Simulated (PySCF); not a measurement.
## Static response to an electric field

Species: GeH2(NHEt)2, C₄H₁₄GeN₂.
Structure used (PBE0-D3(BJ)/def2-SVP), in Å, numbered top down from 1:
```
atom  x, y, z in Å
Ge1    0.3265   -0.0118    0.0592
H2     1.1118   -0.0339    1.3962
H3     1.3285   -0.0468   -1.1240
N4    -0.7669    1.4435    0.2154
C5    -0.3477    2.6747    0.8452
C6     0.4977    3.5980   -0.0238
H7    -1.3862    1.5890   -0.5769
H8    -1.2401    3.2241    1.1986
H9     0.2166    2.4177    1.7589
H10    1.4342    3.1053   -0.3320
H11    0.7616    4.5250    0.5102
H12   -0.0445    3.8813   -0.9407
N13   -0.8123   -1.3954   -0.2897
C14   -0.3841   -2.6365   -0.8928
C15    0.2760   -3.6303    0.0558
H16   -1.5631   -1.5098    0.3847
H17   -1.2505   -3.1200   -1.3811
H18    0.3159   -2.3962   -1.7123
H19    1.1880   -3.2035    0.5038
H20    0.5559   -4.5602   -0.4650
H21   -0.4040   -3.8981    0.8808
```

Level: CAM-B3LYP/def2-SVPD (PySCF), static field, nuclei fixed, core orbitals frozen in the response. The polarisability tensor in these axes (au):

```
x    87.69   0.45   0.18
y     0.45 119.77   6.18
z     0.18   6.18  88.14
```

Q: Diagonalise the tensor; give its mean and Δα, where Δα² is half the sum of the squared differences of the eigenvalues.

A: Principal values 86.97, 87.69 and 120.94 au; mean 98.53 au = 14.60 Å³ = 16.25 × 10⁻⁴⁰ C²·m²/J; Δα = 33.61 au (34 % of the mean).

Q: What is the dipole moment?

A: 0.14 D at this geometry.

Q: What depolarisation ratio follows for Rayleigh scattering of linearly polarised light, taking the static tensor?

A: ρ = 3Δα²/(45ᾱ² + 4Δα²) = 3389.9/(436877 + 4519.8) = 0.00768.

Q: Find the Langevin capture rate constant for NO+ (29.998 u) meeting this molecule (164.037 u), k = 2.342 × 10⁻⁹ cm³/s × √(α in Å³ / reduced mass in u).

A: The reduced mass is 25.36 u, so k = 1.78 × 10⁻⁹ cm³/s.

Q: Directions of the eigenvectors, and the extent of the frame along each?

A: Largest value along (0.01, 0.98, 0.19), where the nuclei span 9.11 Å; middle along (0.99, -0.04, 0.12), 2.86 Å; least along (-0.13, -0.18, 0.98), 3.24 Å. The strongest response lies along the longest span, while the other two are in reverse order.

The structure is a single PBE0-D3(BJ)/def2-SVP conformer in the gas phase; no vibrational or solvent corrections. The calculation is non-relativistic, for germanium too.
